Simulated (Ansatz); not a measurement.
Species: Ga$_{2}$, charge 0, triplet. Ga2 (SMILES [Ga][Ga], triplet).
B3LYP-D3(BJ)/def2-TZVP minimum from Ansatz (a first-principles code):
```
Ga
Ga 1 2.7391
```
Charge 0, spin multiplicity 3.

Total energies in cc-pVQZ, 6 correlated electrons, 28 frozen orbitals. Radicals and triplets start from unrestricted determinants; spin-orbit coupling is neglected. Cores are frozen in correlated methods (noble-gas shells, and filled d and f shells in the p block). No relativity. The UHF reference of Ga2 ([Ga][Ga], triplet) is spin-contaminated (<S^2> up to 0.03 over the pure value in the sets run).

| method | program | energy (Eh) | minus CCSDT(Q) (mEh) |
|---|---|---|---|
| HF | Ansatz | -3846.55550 | 120.32 |
| MP2 | Ansatz | -3846.64625 | 29.57 |
| CCSD | Ansatz | -3846.66875 | 7.07 |
| CCSD(T) | Ansatz | -3846.67431 | 1.51 |
| CCSDT(Q) | Ansatz | -3846.67582 | 0.00 |

Rough core times of Ansatz's runs on a shared machine: CCSD(T) 80 s, CCSDT(Q) 6 min.
